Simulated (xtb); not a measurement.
H12Si5, charge -1, doublet, geometry from GFN2-xTB (a state made from the parent by changing its charge; the spin is typed, not shown lowest); GFN2-xTB (xtb).

Input for xtb:
```
$ xtb mol.xyz --gfn 2 --chrg -1 --uhf 1 --acc 0.0001 --json

# file mol.xyz
17

Si    -0.79113967    -0.67083817    -2.31540756
Si     0.19362179    -0.18379725    -0.15594283
Si     0.03425317     2.14107415    -0.10250667
Si    -1.53684297    -0.71472711     1.31269122
Si     2.13282393    -0.60276782     1.23481619
H     -2.02683165    -0.36924165    -3.10604988
H     -0.79623747    -2.15281036    -2.44559852
H      0.22542324    -0.24925937    -3.31670976
H      0.24194744     2.78267994     1.21014527
H     -1.26729931     2.70344548    -0.51254686
H      0.98178877     2.87073092    -0.96683123
H     -2.88861689    -0.27030488     0.92148006
H     -1.73840381    -2.15250721     1.57620834
H     -1.41590528    -0.15638911     2.67359757
H      2.23230566    -2.08376215     1.33725698
H      3.31962754    -0.24254063     0.41326230
H      2.67417422    -0.24525417     2.58468073
```

Question: What does xtb print? Leave out banner, timings and long lists.

Answer: 
```
   ID    Z sym.   atoms
    1   14 Si     1-5
    2    1 H      6-17

           -------------------------------------------------
          |                Calculation Setup                |
           -------------------------------------------------

           -------------------------------------------------
          |                 G F N 2 - x T B                 |
           -------------------------------------------------

          ...................................................
          :                      SETUP                      :
          :.................................................:
          :  # basis functions                  62          :
          :  # atomic orbitals                  57          :
          :  # shells                           27          :
          :  # electrons                        33          :
          :  max. iterations                   250          :
          :  Hamiltonian                  GFN2-xTB          :
          :  restarted?                      false          :
          :  GBSA solvation                  false          :
          :  PC potential                    false          :
          :  electronic temp.          300.0000000     K    :
          :  accuracy                    0.0001000          :
          :  -> integral cutoff          0.6500000E+02      :
          :  -> integral neglect         0.1000000E-11      :
          :  -> SCF convergence          0.1000000E-09 Eh   :
          :  -> wf. convergence          0.1000000E-07 e    :
          :  Broyden damping             0.4000000          :
          :  net charge                         -1          :
          :  unpaired electrons                  1          :
          ...................................................

 iter      E             dE          RMSdq      gap      omega  full diag
   1    -14.7797363 -0.147797E+02  0.722E+00    1.71       0.0  T
   2    -14.9645095 -0.184773E+00  0.479E+00    1.26       1.0  T
   3    -14.9565180  0.799149E-02  0.272E+00    1.61       1.0  T
   4    -14.9615058 -0.498784E-02  0.204E+00    1.52       1.0  T
   5    -14.9783783 -0.168724E-01  0.954E-01    1.63       1.0  T
   6    -14.9792016 -0.823366E-03  0.557E-01    1.71       1.0  T
   7    -14.9792001  0.150815E-05  0.236E-01    1.73       1.0  T
   8    -14.9792644 -0.642316E-04  0.131E-01    1.74       1.0  T
   9    -14.9793391 -0.747896E-04  0.541E-02    1.74       1.0  T
[...]
         :: total energy             -14.866316297778 Eh    ::
[...]

Wiberg/Mayer (AO) data.
largest (>0.10) Wiberg bond orders for each atom

 ---------------------------------------------------------------------------
     #   Z sym  total        # sym  WBO       # sym  WBO       # sym  WBO
 ---------------------------------------------------------------------------
     1  14 Si   3.780 --     2 Si   0.928     6 H    0.877     8 H    0.872
                             7 H    0.872     5 Si   0.123
     2  14 Si   3.881 --     1 Si   0.928     5 Si   0.928     4 Si   0.876
                             3 Si   0.876
     3  14 Si   3.703 --    11 H    0.886    10 H    0.885     9 H    0.885
                             2 Si   0.876
     4  14 Si   3.703 --    13 H    0.886    14 H    0.885    12 H    0.885
                             2 Si   0.876
     5  14 Si   3.780 --     2 Si   0.928    17 H    0.877    15 H    0.872
                            16 H    0.872     1 Si   0.123
     6   1 H    0.964 --     1 Si   0.877
     7   1 H    0.957 --     1 Si   0.872
     8   1 H    0.956 --     1 Si   0.872
     9   1 H    0.960 --     3 Si   0.885
    10   1 H    0.960 --     3 Si   0.885
    11   1 H    0.960 --     3 Si   0.886
    12   1 H    0.960 --     4 Si   0.885
    13   1 H    0.960 --     4 Si   0.886
    14   1 H    0.960 --     4 Si   0.885
    15   1 H    0.956 --     5 Si   0.872
    16   1 H    0.957 --     5 Si   0.872
    17   1 H    0.964 --     5 Si   0.877
 ---------------------------------------------------------------------------

Topologies differ in total number of bonds
Writing topology from bond orders to xtbtopo.mol

molecular dipole:
                 x           y           z       tot (Debye)
 q only:       -0.002       0.002       0.002
   full:       -0.274       0.260       0.221       1.114
molecular quadrupole (traceless):
                xx          xy          yy          xz          yz          zz
 q only:       -0.210      -0.141       2.665      -4.112       0.497      -2.456
  q+dip:       -0.466       0.054       3.238      -4.753       0.154      -2.772
   full:       -0.912       0.288       5.082      -7.247      -0.150      -4.170

           -------------------------------------------------
          | TOTAL ENERGY              -14.866316297778 Eh   |
          | GRADIENT NORM               0.000996347824 Eh/α |
          | HOMO-LUMO GAP               1.747947920247 eV   |
           -------------------------------------------------

normal termination of xtb
```
